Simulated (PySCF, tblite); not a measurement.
Isomers of [C5H15P2]+ (charge +1), one GFN2-xTB conformer each. Single-point energies are computed at PBE0/pcSseg-1 (PySCF, gas phase, no added dispersion term), electronic only.

| SMILES | GFN2-xTB relative energy (kcal/mol) |
| --- | --- |
| CC[P+](C)(C)CP | 6.4 |
| C[P@H+](P)C(C)(C)C | 0.0 |

Conformers: `[CH3:1][CH2:2][P+:3]([CH3:4])([CH3:5])[CH2:6][PH2:7]` (charge +1) with C1–C2–P3–C4 -172°, C2–P3–C6–P7 -178°, P3–C6–P7–H -173° and 94°; `[CH3:1][P@H+:2]([PH2:3])[C:4]([CH3:5])([CH3:6])[CH3:7]` (charge +1) with C1–P2–P3–H 149° and 56°.

Task: What does PBE0/pcSseg-1 give for the same structures?

Result: 
```tsv
SMILES	PBE0/pcSseg-1 E (Eh)	PBE0/pcSseg-1 (kcal/mol)	GFN2-xTB (kcal/mol)	point group
CC[P+](C)(C)CP	-881.49076	0.0	6.4	C1
C[P@H+](P)C(C)(C)C	-881.47418	10.4	0.0	C1
```

GFN2-xTB puts C[P@H+](P)C(C)(C)C lowest instead. 

Task: Which frontier levels and rotational constants go with these structures?

Result: 
```tsv
SMILES	HOMO (eV, PBE0/pcSseg-1)	LUMO (eV)	A, B, C (MHz)
CC[P+](C)(C)CP	-11.61	-3.75	2489, 1049, 959.4
C[P@H+](P)C(C)(C)C	-12.87	-4.99	2213, 1333, 1071
```

Task: What happens when harmonic zero-point energies from GFN2-xTB frequencies are added?

Result: 
```
            SMILES  ZPE (kcal/mol)  electronic (kcal/mol)  with ZPE (kcal/mol)
    CC[P+](C)(C)CP           114.8                    0.0                  0.0
C[P@H+](P)C(C)(C)C           115.0                   10.4                 10.6
```

The zero-point energies span 0.2 kcal/mol. The order is unchanged.
